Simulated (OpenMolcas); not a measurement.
## Pt5+: effect of the active space

| Property | Result |
| --- | --- |
| Program | OpenMolcas |
| Method | SS-CASPT2 or its RAS form, IPEA 0.25 Eh, imaginary shift 0.1 Eh |
| Basis | ANO-R2 |
| Scalar Hamiltonian | X2C, finite nucleus |
| Spin-orbit coupling | state interaction with AMFI integrals over the reference wave functions, term energies averaged over their components |

A. 5 electrons in 5 orbitals (5d); 2S+1 = 6 even, 1 root; 2S+1 = 4 even, 24 roots; 2S+1 = 2 even, 75 roots; closed shells correlated: 5s 5p; CASPT2 step of the order of 15 core-seconds
B. 11 electrons in 8 orbitals (RAS1 5p, at most 2 holes; RAS2 5d); 2S+1 = 6 even, 1 root; 2S+1 = 4 even, 24 roots; 2S+1 = 2 even, 75 roots; closed shells correlated: 5s; CASPT2 step about 30 core-seconds
C. 5 electrons in 10 orbitals (5d 6d); 2S+1 = 6 even, 1 root; 2S+1 = 4 even, 24 roots; 2S+1 = 2 even, 70 roots; closed shells correlated: 5s 5p; CASPT2 step of the order of 40 core-minutes

Energies in cm-1 above 5d5 6S 5/2.

```
               Level      A      B      C
          5d5 6S 5/2    0.0    0.0    0.0
   5d5 4G 7/2 [60 %]  25870  25960  25770
  5d5 4G 11/2 [75 %]  27620  27610  27600
          5d5 4G 9/2  28880  28940  28800
   5d5 4P 1/2 [59 %]  30780  31010  30600
   5d5 4D 7/2 [60 %]  34700  35010  34680
   5d5 4D 1/2 [66 %]  40100  40470  39920
  5d5 2I 11/2 [71 %]  40970  40930  40840
   5d5 4F 3/2 [51 %]  44070  44090  44260
         5d5 2I 13/2  45270  45220  45240
   5d5 2H 9/2 [51 %]  52210  52300  52150
5d5 2G 7/2(1) [57 %]  53450  53640  53160
5d5 2F 7/2(1) [61 %]  58350  58600  58190
          5d5 2S 1/2  60520  60980  60140
  5d5 2H 11/2 [70 %]  63470  63580  63420
       5d5 2D 3/2(2)  68390  68640  69920
       5d5 2G 9/2(2)  76100  76260  76010
       5d5 2G 7/2(2)  79090  79240  78840
```

The spin-orbit steps hold different terms of 5d5 (C lacks a 2D), which shifts levels as well.

Among A to C the level of the table that moves most is 5d5 2D 3/2(2), by 1500 cm-1 (lowest in A, highest in C). Moves below CASPT2's spread within the term are not significant.

Term energies are means over components that CASPT2 splits; among the terms shown or strongly mixed into the levels shown the widest spread is 300 cm-1 (5d5 2I, A). Active for correlation alone: 5p; no level in the range computed is led by a configuration that opens it, so any true level of that kind is missing (holds for B). The CASPT2 spread within a term exceeds the gap to the next term for 5d5 2D(1) and 5d5 4F, so the order of their levels is uncertain, and so are names and mixing where such terms share a J (holds for B). Active for correlation alone: 6d; no level in the range computed is led by a configuration that fills it, so any true level of that kind is missing (holds for C). Levels of configurations outside the active space are missing. The table leaves out levels that lie high or whose names do not pair safely across all columns.

A share in square brackets marks a mixed level and gives the weight of the term that names it, the lowest over the columns. A number in round brackets counts repeated terms of one configuration in the order of the reference energies.
